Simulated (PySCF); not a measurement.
Cartesian coordinates in Å; atom numbers follow the order of the lines, from 1:
```xyz
16

C     2.458   -2.215   -0.134
C     1.744   -1.235   -0.082
C     0.861   -0.087   -0.008
C    -0.045    0.104   -1.249
Si   -1.433    1.304   -0.783
N    -1.531    0.942    0.923
Si   -0.283   -0.114    1.524
H     3.096   -3.078   -0.178
H     1.480    0.821    0.125
H    -0.504   -0.861   -1.520
H     0.540    0.431   -2.124
H    -2.708    1.022   -1.515
H    -1.075    2.733   -1.058
H    -2.269    1.306    1.515
H     0.403    0.424    2.739
H    -0.754   -1.500    1.834
```

Geometry: PBE0-D3(BJ)/def2-SVP; GIAO absolute shieldings from PySCF 2.14.0 with density-fitted response routines, gas phase, non-relativistic, averaged over equivalent atoms.

At HF/pcSseg-1 (178 basis functions, 12 s wall time on 1 thread of an Arm Neoverse V1, shared host):
```csv
atoms,σ (ppm)
C2,103.6
C1,113.6
C4,179.0
C3,185.9
Si7,412.7
Si5,416.8
N6,266.6
H12,27.26
H15,27.27
H13,27.37
H16,27.45
H8,29.20
H9,30.18
H11,30.42
H10,30.82
H14,31.88
```

Task: Predict the values at PBE0/pcSseg-1 on the same geometry.

Result: 
| atoms | σ at PBE0/pcSseg-1 | change |
| --- | --- | --- |
| C2 | 96.4 | -7.2 |
| C1 | 110.5 | -3.1 |
| C4 | 169.4 | -9.6 |
| C3 | 172.1 | -13.8 |
| Si7 | 367.1 | -45.6 |
| Si5 | 370.3 | -46.5 |
| N6 | 255.4 | -11.2 |
| H12 | 26.32 | -0.94 |
| H15 | 26.33 | -0.94 |
| H13 | 26.42 | -0.95 |
| H16 | 26.53 | -0.92 |
| H8 | 29.33 | +0.13 |
| H9 | 29.15 | -1.03 |
| H11 | 29.80 | -0.62 |
| H10 | 30.09 | -0.73 |
| H14 | 31.56 | -0.32 |

The largest change is at Si5 (silicon bonded to C, N, 2 H, in a 5-membered ring). Cost: 178 basis functions, 24 s wall time on 1 thread of an Arm Neoverse V1, shared host. The order of the carbon signals is the same at both levels.
